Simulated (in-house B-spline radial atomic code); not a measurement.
RPA and G0W0 on TPSS: the calcium ion Ca⁸⁺

Configuration [Ne] 3s2, mean-field start TPSS. Computed with a B-spline radial code for spherical atoms: all electrons, non-relativistic, point nucleus, each spin shell either full or empty, empty states to l = 9 with an (l + 1/2)⁻⁴ tail; G0W0 by contour deformation at full frequency.

Command:
```bash
python run_gw.py task.json out
```
Settings (radii: box in bohr, nucleus in fm):
```
Z                        20
electrons                12
configuration            [Ne] 3s2
hamiltonian              nr
method                   tpss,tpss
lmax                     9
spin_polarised           False
box_radius               7.7
intervals                47
ion_configuration        [Ne] 3s1
```

Time taken, with all properties: 1.5 s on 1 thread of Arm Neoverse V2, with other jobs on the host.

Energies (hartree):

```
                                     term       value
                         mean-field total  -655.43372
Hartree-Fock functional on these orbitals  -654.90563
                      direct second order    -0.89864
                    second-order exchange     0.33287
                         SOSEX correction     0.29539
```

**Question.** What is the RPA correlation energy, and what remains with SOSEX?

**Answer.** RPA gives -0.79394 hartree (-1.8 eV per electron); RPA + SOSEX gives -0.49855, and the second-order doubles -0.56577 hartree (no singles). SOSEX takes back 37 % of the RPA value.

Quasi-particle levels (eV):

```
level  occupied  mean field  Σx - vxc     Σc  QP weight     G0W0
   3s       yes     -178.03     -7.62      ?          ?        ?
   2p       yes     -498.67    -33.77   4.31      0.960  -528.13
   3p        no     -156.93     11.17  -2.34      0.953  -148.10
```

G0W0 = mean field + (Σx - vxc) + Σc, with Σc (partial-wave tail included) taken at the quasi-particle energy. Levels of low weight are left out.

**Question.** Where does G0W0 put 3s?

**Answer.** At -188.53 eV, with Σc = -2.89 eV and a quasi-particle weight of 0.963. The tabulated removal energy is 188.54 ± 0.06 eV (NIST, semi-empirical); the calculation leaves out relativity, Breit and QED terms, and what these don't explain is the method's own error.

**Question.** What does it cost to remove one electron (to [Ne] 3s1) by differences of total energies, each species on its own start (correlation terms add to the Hartree-Fock functional)?

**Answer.** TPSS 187.26 eV, Hartree-Fock functional 185.43 eV, + RPA 188.47 eV, + RPA + SOSEX 187.66 eV, + second order 188.56 eV. Tabulated: 188.54 ± 0.06 eV (NIST, semi-empirical); the calculation leaves out relativity, Breit and QED terms, and what these don't explain is the method's own error.
